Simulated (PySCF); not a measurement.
## Au²⁺: excitation energy

Au²⁺ [Xe] 4f14 5d9 (2D) → Au²⁺ [Xe] 4f14 5d8 6s1 (4F), as a difference of total energies. Calculation: PySCF 2.14, in aug-cc-pwCVDZ-PP with ECP60MDF (6s6p5d3f, 70 functions); a scalar-relativistic core potential. Correlated levels: valence: 5s2 5p6 frozen. The calculations carry no spin-orbit coupling.

```tsv
method	excitation energy (cm⁻¹)
UHF	29626
MP2 (valence)	33265
SCS-MP2 (valence)	34700
CCSD (valence)	32681
CCSD(T) (valence)	32913
```
